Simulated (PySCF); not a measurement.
Ge(Me)(SH)3 (CH6GeS3), SMILES [CH3][Ge]([SH])([SH])[SH]. Atoms are numbered in the order given.

```xyz
11

C     -2.0706    -0.7146     0.0078
Ge    -0.2257    -0.0752    -0.0076
S      1.0264    -1.7664    -0.8042
S     -0.1780     1.7946    -1.2460
S      0.5702     0.5284     2.0089
H     -2.7189     0.0631     0.4351
H     -2.3929    -0.9404    -1.0194
H     -2.1389    -1.6247     0.6205
H      2.1961    -1.1039    -0.6534
H      1.0762     2.1291    -0.8648
H      0.9275    -0.7347     2.3401
```
Charge 0, spin multiplicity 1.

Geometry optimised at B3LYP-D3(BJ)/def2-SVP. One conformer was computed; it need not be the lowest.

Method: HF/def2-TZVP run with PySCF.

Atomic charges (e):

| atom | Mulliken | IAO |
|---|---|---|
| C1 | -0.42 | -0.66 |
| Ge2 | 0.76 | 0.92 |
| S3 | -0.42 | -0.32 |
| S4 | -0.42 | -0.31 |
| S5 | -0.42 | -0.32 |
| H6 | 0.15 | 0.15 |
| H7 | 0.14 | 0.15 |
| H8 | 0.14 | 0.15 |
| H9 | 0.16 | 0.08 |
| H10 | 0.16 | 0.08 |
| H11 | 0.16 | 0.08 |
